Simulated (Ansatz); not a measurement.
Species: N-[methyl(methylamino)boranyl]methanamine, C3H11BN2, net charge 0, singlet state. SMILES: CNB(C)NC
Structure (B3LYP-D3(BJ)/def2-TZVP (Ansatz, an electronic-structure program) minimum search):
```
B
N 1 1.4192
H 2 1.0072 1 119.26
N 1 1.4205 2 119.19 3 0.00
H 4 1.0037 1 118.86 2 -180.00
C 2 1.4479 3 113.51 1 -180.00
H 6 1.0882 2 109.78 3 180.00
H 6 1.0953 7 107.52 2 122.10
H 6 1.0953 7 107.52 8 115.80
C 4 1.4487 5 115.07 1 180.00
H 10 1.0898 4 110.47 5 0.00
H 10 1.0962 11 107.31 4 -122.24
H 10 1.0962 11 107.31 12 -115.51
C 1 1.5854 2 121.48 3 -180.00
H 14 1.0923 1 112.13 2 -180.00
H 14 1.0939 15 107.12 1 123.04
H 14 1.0939 15 107.12 16 113.93
```

Wanted: vertical ionisation energy (to the doublet state of charge +1; each state is the SCF solution reached for its spin; the UHF <S^2> is 0.89 for the doublet (pure: 0.75)), in eV. Correlated levels leave the core frozen unless marked. Open shells are spin-unrestricted. No spin-orbit coupling. No relativistic terms. 

```tsv
level	program	vertical ionisation energy (eV)
HF/aug-cc-pVDZ	Ansatz	7.40
HF/aug-cc-pVTZ	Ansatz	7.44
SVWN5/def2-TZVPD	Ansatz	8.04
PBE/def2-TZVPD	Ansatz	7.85
r2SCAN/def2-TZVPD	Ansatz	7.89
B3LYP/def2-TZVPD	Ansatz	8.10
BHLYP/def2-TZVPD	Ansatz	8.16
wB97M-V/def2-TZVPD	Ansatz	8.34
wB97X-V/def2-TZVPD	Ansatz	8.34
B2PLYP/def2-TZVPD	Ansatz	8.20
MP2/aug-cc-pVDZ	Ansatz	8.54
RI-MP2/aug-cc-pVTZ	Ansatz	8.74
CCSD/aug-cc-pVDZ	Ansatz	8.23
CCSD(T)/aug-cc-pVDZ	Ansatz	8.22
```
